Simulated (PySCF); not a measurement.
Sn(Me)4 (C4H12Sn), SMILES [CH3][Sn]([CH3])([CH3])[CH3].

The structure is a stationary point at PBE-D3(BJ)/def2-SVP. The isomer is the one that the SMILES or the coordinates give; other isomers of the formula were not compared. The def2 effective core potentials stand for the cores of Sn; spin–orbit coupling is left out.

The numbers are results of PySCF with PBE-D3(BJ)/def2-SVP, not measurements.

Frequencies are harmonic and unscaled.

Modes within 1.5 cm⁻¹ of each other (mostly degenerate sets) share a row, with their intensities summed.

| mode | ν (cm⁻¹) | IR (km/mol) | moving atoms (share of kinetic energy) |
|---|---|---|---|
| 1–4 | 78 | 0.0 | H 100 % |
| 5–6 | 125 | 0.0 | C 66 %, H 34 % |
| 7–9 | 130 | 9.5 | C 51 %, H 31 %, Sn 18 % |
| 10 | 475 | 0.0 | C 81 %, H 19 % |
| 11–13 | 505 | 90.4 | C 68 %, H 19 %, Sn 14 % |
| 14–16 | 641 | 0.0 | H 87 %, C 13 % |
| 17–18 | 749 | 0.0 | H 80 %, C 20 % |
| 19–21 | 752 | 295.4 | H 79 %, C 19 % |
| 22–24 | 1154 | 7.2 | H 81 %, C 19 % |
| 25 | 1167 | 0.0 | H 84 %, C 16 % |
| 26–28 | 1381 | 0.0 | H 95 % |
| 29–30 | 1383 | 0.0 | H 95 % |
| 31–33 | 1393 | 10.9 | H 96 % |
| 34–37 | 2984 | 36.8 | H 97 % |
| 38–45 | 3094 | 42.4 | H 91 %, C 9 % |
